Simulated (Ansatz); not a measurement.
Consider the ligand exchange at the Si–Cl bond: `F[SiH2]S[SiH2]Cl` + CH₃OH → `CO[SiH2]S[SiH2]F` + HCl.

Calculated with Ansatz (gas phase, PBE0-D4/def2-TZVP geometries, no zero-point term in ΔE). CCSD(T)/CBS adds triple-zeta CCSD(T) − MP2 to the extrapolated MP2 energy (def2 sets, frozen cores). This one scheme is used for every species. DFT in def2-TZVPP. B3LYP here is the variant with VWN-RPA as its local correlation; programs differ in this. Each species was taken in one conformer, which may not be the lowest.

```json
{"level": "PBE-D4", "ΔE (kJ/mol)": "-1.5"}
{"level": "B2PLYP", "ΔE (kJ/mol)": "-8.3"}
{"level": "PBE", "ΔE (kJ/mol)": "2.1"}
{"level": "B3LYP", "ΔE (kJ/mol)": "-5.6"}
{"level": "HF/def2-TZVPP", "ΔE (kJ/mol)": "-8.2"}
{"level": "MP2/def2-TZVPP", "ΔE (kJ/mol)": "-9.2"}
{"level": "CCSD/def2-TZVPP", "ΔE (kJ/mol)": "-11.9"}
{"level": "HF/CBS(def2)", "ΔE (kJ/mol)": "-8.9"}
```

Task: What does CCSD(T)/CBS give? (Estimate.)

Result: Computed: -7.5 kJ/mol. The listed levels differ from it by 6.0, -0.8, 9.6, 1.9, -0.7, -1.7, -4.4, -1.4 kJ/mol.

Largest T1 diagnostic among the species: 0.012.

The D4 term adds −5.1 kJ/mol with B3LYP and −3.3 kJ/mol with PBE0; it sums over pairs of atoms, weighted by their polarisabilities, and B3LYP, whose exchange is more repulsive, gets the larger term.

CCSD(T)/CBS has its own doubt, a few kJ/mol and more with outer-core shells, so smaller differences from it don't rank the levels.
